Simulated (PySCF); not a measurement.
One of the candidates below gave these computed data.

* Polarisability: 95.8 au [B3LYP/def2-SVPD]
* Triplet: lowest triplet excitation (Tamm–Dancoff): 6.26 eV [TDA B3LYP/def2-SVPD]
* UV, first state: lowest singlet excitation: 6.96 eV (178 nm, f = 0.001) [TDDFT B3LYP/def2-SVPD]
* Rotational structure: rotational constants A, B, C: 2.532, 1.563, 1.242 GHz [GFN2-xTB]
* UV, strongest line: among the 8 lowest singlet transitions: S2 at 7.10 eV (175 nm, f = 0.056) [TDDFT B3LYP/def2-SVPD]
* Dipole: 3.82 D [B3LYP/def2-SVPD]

Gas-phase values; electronic properties from PySCF, density fitting. Levels stand in brackets. Geometry: GFN2-xTB, one conformer, isolated molecule.

Question: Which candidate is it?
A. `CC(C)([SiH3])CC#N`
B. `C[Si@H]([SiH3])CC#N`
C. `N#CCC([SiH3])[SiH3]`

Answer: B. It is `C[Si@H]([SiH3])CC#N`. Numbering: `[CH3:1][Si@H:2]([SiH3:3])[CH2:4][C:5]#[N:6]`. Its formula, C3H9NSi2, gives 2 degrees of unsaturation: 0 rings and 2 π bonds in the structure found. S1 is mainly HOMO→LUMO (weight 0.80); the largest Löwdin shares of the orbital it empties are 0.20 on the SiH silicon, 0.19 on the SiH3 silicon, 0.16 on the nitrile nitrogen and 0.16 on the sp3 carbon bound to silicon, of the orbital it fills 0.24 on the SiH silicon, 0.21 on the SiH3 silicon, 0.11 on an Si–H hydrogen and 0.09 on the sp3 carbon bound to silicon. The optimised geometry has point group C1 and is an asymmetric top.

The others, at the same levels:
- `N#CCC([SiH3])[SiH3]` fails: its computed lowest singlet excitation is 7.21 eV (172 nm, f = 0.038) (against 6.96 eV), strongest line among the 8 lowest singlet transitions is S7 at 8.00 eV (155 nm, f = 0.082) (against S2 at 7.10 eV) and static isotropic polarisability is 93.0 au (against 95.8 au).
- `CC(C)([SiH3])CC#N` fails: its computed lowest singlet excitation is 7.24 eV (171 nm, f = 0.003) (against 6.96 eV), lowest triplet excitation (Tamm–Dancoff) is 6.47 eV (against 6.26 eV) and strongest line among the 8 lowest singlet transitions is S6 at 8.06 eV (154 nm, f = 0.103) (against S2 at 7.10 eV).

Each candidate is one conformer, not necessarily the lowest. The conformers computed, where there is a choice (atom-mapped SMILES and torsion angles):
- `[CH3:1][Si@H:2]([SiH3:3])[CH2:4][C:5]#[N:6]`: C1–Si2–C4–C5 63°
- `[N:1]#[C:2][CH2:3][CH:4]([SiH3:5])[SiH3:6]`: C2–C3–C4–Si5 -167°
- `[CH3:1][C:2]([CH3:3])([SiH3:4])[CH2:5][C:6]#[N:7]`: C1–C2–C5–C6 -178°
